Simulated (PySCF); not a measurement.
**Electronic structure of Sn²⁺ (tin, charge +2) at the r2SCAN level**

Configuration: [Kr] 4d10 5s1 6s1, high-spin 3S determinant (an excited configuration). All numbers are calculated (PySCF 2.14, the spin-free X2C one-electron Hamiltonian (Gaussian nucleus), in aug-cc-pVQZ-DK3).

* Total energy: -6174.84 hartree
* One-electron energy: -8448.36 hartree
* Hartree (Coulomb) energy: 2439.64 hartree
* Exchange-correlation energy: -166.12 hartree
* ⟨S²⟩: 2.0011
* ⟨L²⟩: 0.000
* Sum of ⟨r⟩: 31.50 bohr
* Sum of ⟨r²⟩: 53.52 bohr²
* Langevin diamagnetic susceptibility: -42.4 ×10⁻⁶ cm³/mol

```json
{"shell": "1s α", "electrons": "1", "mean orbital energy (hartree)": "-1066.92019", "rms radius, mean of both spins (bohr)": "0.0333"}
{"shell": "1s β", "electrons": "1", "mean orbital energy (hartree)": "-1066.91809", "rms radius, mean of both spins (bohr)": "0.0333"}
{"shell": "2s β", "electrons": "1", "mean orbital energy (hartree)": "-162.39922", "rms radius, mean of both spins (bohr)": "0.136"}
{"shell": "2s α", "electrons": "1", "mean orbital energy (hartree)": "-162.39906", "rms radius, mean of both spins (bohr)": "0.136"}
{"shell": "2p α", "electrons": "3", "mean orbital energy (hartree)": "-145.87080", "rms radius, mean of both spins (bohr)": "0.121"}
{"shell": "2p β", "electrons": "3", "mean orbital energy (hartree)": "-145.87055", "rms radius, mean of both spins (bohr)": "0.121"}
{"shell": "3s α", "electrons": "1", "mean orbital energy (hartree)": "-32.26791", "rms radius, mean of both spins (bohr)": "0.362"}
{"shell": "3s β", "electrons": "1", "mean orbital energy (hartree)": "-32.26588", "rms radius, mean of both spins (bohr)": "0.362"}
{"shell": "3p α", "electrons": "3", "mean orbital energy (hartree)": "-26.81212", "rms radius, mean of both spins (bohr)": "0.363"}
{"shell": "3p β", "electrons": "3", "mean orbital energy (hartree)": "-26.81009", "rms radius, mean of both spins (bohr)": "0.363"}
{"shell": "3d α", "electrons": "5", "mean orbital energy (hartree)": "-18.38526", "rms radius, mean of both spins (bohr)": "0.343"}
{"shell": "3d β", "electrons": "5", "mean orbital energy (hartree)": "-18.38375", "rms radius, mean of both spins (bohr)": "0.343"}
{"shell": "4s α", "electrons": "1", "mean orbital energy (hartree)": "-5.89626", "rms radius, mean of both spins (bohr)": "0.873"}
{"shell": "4s β", "electrons": "1", "mean orbital energy (hartree)": "-5.89185", "rms radius, mean of both spins (bohr)": "0.873"}
{"shell": "4p α", "electrons": "3", "mean orbital energy (hartree)": "-4.23880", "rms radius, mean of both spins (bohr)": "0.947"}
{"shell": "4p β", "electrons": "3", "mean orbital energy (hartree)": "-4.23349", "rms radius, mean of both spins (bohr)": "0.947"}
{"shell": "4d α", "electrons": "5", "mean orbital energy (hartree)": "-1.82146", "rms radius, mean of both spins (bohr)": "1.17"}
{"shell": "4d β", "electrons": "5", "mean orbital energy (hartree)": "-1.80615", "rms radius, mean of both spins (bohr)": "1.17"}
{"shell": "5s α", "electrons": "1", "mean orbital energy (hartree)": "-1.11827", "rms radius, mean of both spins (bohr)": "2.27"}
{"shell": "6s α", "electrons": "1", "mean orbital energy (hartree)": "-0.42504", "rms radius, mean of both spins (bohr)": "5.04"}
```

The outer electron is Rydberg-like, and this basis confines it to a smaller radius and binds it less than a complete one would.

Densities and radii are taken from the X2C orbitals without a picture-change correction, which distorts them close to the nucleus.
